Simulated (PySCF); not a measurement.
Computed XPS line lists of a few unrelated compounds.

Method: delta-SCF UKS SCAN, pcX-2 on the ionised atom, pcseg-1 elsewhere, spin-free X2C in PySCF. Geometries: PBE0-D3(BJ)/def2-SVP; isolated species, one conformer each.

Line lists (1s up to Mg, 2p3/2 beyond; areas count atoms within a level, one atom standing for each set equivalent by bonding):
1. C 1s: 292.30 (area 1), 292.55 (area 1) eV; N 1s: 405.15 eV; Si 2p3/2: 108.46 eV; Cl 2p3/2: 206.46 eV
2. C 1s: 292.80 (area 1), 293.72 (area 1) eV; F 1s: 692.99 eV; Cl 2p3/2: 206.49 eV
3. C 1s: 291.07 eV; O 1s: 536.14 eV; P 2p3/2: 138.14 eV

Structures:
A. `C[PH](C)=O`
B. `N#CC[SiH2]Cl`
C. `FCCCl`

Q: Match each list to its structure.

A: 
- 1 = B: no other candidate has this set of levels. C 1s: 292.30 sp3 carbon bound to silicon, 292.55 nitrile carbon; N 1s: 405.15 nitrile nitrogen; Si 2p3/2: 108.46 chlorine-bound silicon; Cl 2p3/2: 206.46 silicon-bound chlorine.
- 2 = C: no other candidate has this set of levels. C 1s: 292.80 sp3 C–Cl carbon, 293.72 sp3 C–F carbon; F 1s: 692.99 alkyl fluorine; Cl 2p3/2: 206.49 alkyl chlorine.
- 3 = A: no other candidate has this set of levels. C 1s: 291.07 sp3 carbon bound to phosphorus (×2); O 1s: 536.14 phosphoryl oxygen; P 2p3/2: 138.14 phosphoryl phosphorus.

Spin–orbit and ligand-field terms were added within each 2p shell after the spin-free SCF.
